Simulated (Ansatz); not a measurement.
## Ligand exchange: C2H5FMg + SnH3(NH2) → C2H7MgN + SnH3F

Gas-phase species: C2H5FMg `C[CH2][Mg][F]`, singlet; SnH3(NH2), singlet; C2H7MgN `C[CH2][Mg][NH2]`, singlet; SnH3F `[F][SnH3]`, singlet. The partners trade F for NH2: Mg–F and Sn–NH2 bonds give way to Mg–NH2 and Sn–F.

Shapes, held fixed at every level: PBE0-D4/def2-TZVP. Programs: Ansatz 0.2.0. The zero-point and thermal change to 298 K, harmonic and unscaled (PBE0-D4/def2-TZVP), is -2.4 kJ/mol.

Question: Estimate ΔH(298 K) of this reaction.

Answer: The highest level, CCSD(T)/def2-TZVPP, gives ΔH(298 K) = +63.9 kJ/mol; the levels span +55.9 to +71.9. The column of differences is taken from that level and isn't an error. No measured value is set beside it here. For atoms past krypton def2 sets carry core potentials with scalar relativity. Outer-core shells of Mg, Sn are correlated, in sets that cover them unevenly. Sets without diffuse functions underbind ionic bonds of s-block metals.

```tsv
level	kind	ΔH(298 K) (kJ/mol)	less CCSD(T)/def2-TZVPP
HF/def2-SVP	Hartree–Fock	+65.4	+1.5
HF/def2-TZVPP	Hartree–Fock	+55.9	-8.0
PBE-D4/def2-TZVPP	GGA	+60.4	-3.5
r2SCAN-D4/def2-TZVPP	meta-GGA	+57.4	-6.5
BHLYP-D4/def2-TZVPP	global hybrid	+60.3	-3.6
CCSD(T)/def2-SVP	coupled cluster or CI	+71.9	+8.0
CCSD/def2-SVP	coupled cluster or CI	+71.6	+7.7
CCSD(T)/def2-TZVPP	coupled cluster or CI	+63.9	0.0
```
